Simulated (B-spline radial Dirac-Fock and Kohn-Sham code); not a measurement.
**f′ and f″ of Ge, 8.0478 keV to 72.53 keV**

Calculated with a radial B-spline solver, using the dispersion relation over Dirac-Hartree-Slater subshell photoionisation cross sections, with the Kissel-Pratt high-energy constant (isolated atom, no bound-bound lines or fine structure). The forward scattering factor is f₀ + f′ + i f″.

Edges near this range: K 11103.0 eV.

| hν (eV) | λ (Å) | f′ (e) | f″ (e) | tabulated f′ | tabulated f″ |
| --- | --- | --- | --- | --- | --- |
| 8047.8 | 1.541 | -1.075 | 0.912 | -1.08 | 0.88 |
| 9010 | 1.376 | ? | ? | ? | ? |
| 9219 | 1.345 | -1.502 | 0.714 | -1.51 | 0.69 |
| 9251.7 | 1.340 | -1.517 | 0.710 | -1.52 | 0.69 |
| 12000 | 1.033 | -1.636 | 3.382 | -1.60 | 3.31 |
| 15000 | 0.8266 | -0.135 | 2.352 | -0.13 | 2.32 |
| 17450 | 0.7105 | 0.164 | 1.822 | 0.16 | 1.80 |
| 17479.3 | 0.7093 | 0.166 | 1.817 | 0.16 | 1.79 |
| 17680 | 0.7013 | 0.180 | 1.782 | 0.18 | 1.76 |
| 17730 | 0.6993 | 0.183 | 1.773 | 0.18 | 1.75 |
| 22162.9 | 0.5594 | 0.314 | 1.202 | 0.31 | 1.19 |
| 23470 | 0.5283 | 0.320 | 1.085 | 0.31 | 1.07 |
| 24209.8 | 0.5121 | 0.321 | 1.026 | 0.31 | 1.01 |
| 24600 | 0.5040 | 0.320 | 0.997 | 0.31 | 0.99 |
| 30000 | 0.4133 | 0.288 | 0.694 | 0.28 | 0.68 |
| 32140 | 0.3858 | 0.270 | 0.611 | 0.26 | 0.60 |
| 37530 | 0.3304 | 0.223 | 0.457 | 0.22 | 0.45 |
| 39410 | 0.3146 | 0.207 | 0.416 | 0.20 | 0.41 |
| 40000 | 0.3100 | 0.203 | 0.405 | 0.20 | 0.40 |
| 43610 | 0.2843 | 0.175 | 0.343 | 0.17 | 0.34 |
| 52560 | 0.2359 | 0.120 | 0.239 | 0.12 | 0.24 |
| 62310 | 0.1990 | 0.075 | 0.171 | 0.07 | 0.17 |
| 72530 | 0.1709 | 0.041 | 0.126 | 0.04 | 0.12 |

**Question.** What are f′ and f″ at 9010 eV?

**Answer.** f′ = -1.412 and f″ = 0.745 electrons (tables: -1.42 and 0.72). By the optical theorem f″ corresponds to a photoabsorption cross section 2 rₑ λ f″ = 5770 b.

Tabulated f′: xraylib 4.2 anomalous scattering factors (Cullen et al., EPDL97); f″: Chantler's tables (J. Phys. Chem. Ref. Data 1995 and 2000). Both are theoretical tables.
